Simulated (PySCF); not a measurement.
ethenoxy(methyl)silane (C3H8OSi), SMILES C=CO[SiH2]C. Atoms are numbered in the order given.

```xyz
13

C     -0.4824     2.4275     0.0000
C      0.6419     1.7020     0.0000
O      0.7404     0.3522     0.0000
Si    -0.5134    -0.7815     0.0000
C      0.3095    -2.4568     0.0000
H     -1.4778     1.9754     0.0000
H     -0.4196     3.5165     0.0000
H      1.6290     2.1781     0.0000
H     -1.3593    -0.5820    -1.2128
H     -1.3593    -0.5820     1.2128
H      0.9427    -2.5801    -0.8925
H     -0.4475    -3.2578     0.0000
H      0.9427    -2.5801     0.8925
```
Charge 0, spin multiplicity 1.

Coordinates come from a B3LYP-D3(BJ)/def2-SVP optimisation. Other conformers were not sampled.

All values below come from PBE/pcSseg-1 (PySCF).

GIAO shieldings, no solvent; atoms listed in one row are averaged. δ = σ(ref) − σ: ¹³C against TMS (σ = 182.0 ppm); ¹⁷O against H2O (σ = 334.3 ppm); ²⁹Si against TMS (σ = 335.4 ppm); ¹H against TMS (σ = 31.49 ppm), references at their B3LYP-D3(BJ)/def2-TZVP geometries, non-relativistic.

```json
[
 {"nucleus": "¹³C", "atoms": "C2", "count": "1", "δ (ppm)": "159.0"},
 {"nucleus": "¹³C", "atoms": "C1", "count": "1", "δ (ppm)": "94.4"},
 {"nucleus": "¹³C", "atoms": "C5", "count": "1", "δ (ppm)": "-2.7"},
 {"nucleus": "¹⁷O", "atoms": "O3", "count": "1", "δ (ppm)": "137.6"},
 {"nucleus": "²⁹Si", "atoms": "Si4", "count": "1", "δ (ppm)": "-15.2"},
 {"nucleus": "¹H", "atoms": "H8", "count": "1", "δ (ppm)": "6.89"},
 {"nucleus": "¹H", "atoms": "H9, H10", "count": "2", "δ (ppm)": "5.46"},
 {"nucleus": "¹H", "atoms": "H6", "count": "1", "δ (ppm)": "4.60"},
 {"nucleus": "¹H", "atoms": "H7", "count": "1", "δ (ppm)": "4.47"},
 {"nucleus": "¹H", "atoms": "H11, H12, H13", "count": "3", "δ (ppm)": "0.70"}
]
```
